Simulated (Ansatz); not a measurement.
`C=C(Cl)[SiH2]C`, relaxed with RKS PBE0-D4/def2-TZVP in Ansatz 0.2.0 from a PBE-D4/def2-SVP geometry. The force threshold is 0.005 eV/Å; the program also tests the step.

Total charge 0; spin multiplicity 1.

Start:

```xyz
12

C     0.053    1.050    2.045
C     0.526    0.699    0.835
Cl    1.628    1.776   -0.030
Si    0.138   -0.895   -0.112
C    -0.547   -0.477   -1.817
H     0.326    1.998    2.536
H    -0.633    0.369    2.574
H     1.411   -1.688   -0.241
H    -0.849   -1.677    0.717
H    -1.514    0.059   -1.732
H     0.168    0.179   -2.354
H    -0.706   -1.392   -2.421
```

| step | energy (eV) | largest force (eV/Å) | largest move (Å) |
| --- | --- | --- | --- |
| 1 | -23615.7338 | 0.628 | 0.000 |
| 2 | -23615.7865 | 0.179 | 0.036 |
| 3 | -23615.7917 | 0.091 | 0.018 |
| 4 | -23615.7917 | 0.100 | 0.007 |
| 5 (rejected) | -23615.7912 | 0.129 | 0.017 |
| 6 | -23615.7922 | 0.027 | 0.008 |
| 7 | -23615.7922 | 0.013 | 0.012 |
| 8 | -23615.7923 | 0.006 | 0.011 |
| 9 | -23615.7923 | 0.002 | 0.001 |

End:

```xyz
12

C     0.039    1.033    2.010
C     0.541    0.697    0.829
Cl    1.660    1.769    0.026
Si    0.155   -0.874   -0.117
C    -0.553   -0.474   -1.795
H     0.296    1.959    2.514
H    -0.656    0.363    2.503
H     1.414   -1.653   -0.257
H    -0.809   -1.643    0.715
H    -1.489    0.080   -1.701
H     0.150    0.134   -2.369
H    -0.750   -1.390   -2.357
```

Hardware: 4 threads of an Arm Neoverse V2 on a shared host. Wall time 37 s, peak host memory 0.59 GiB.
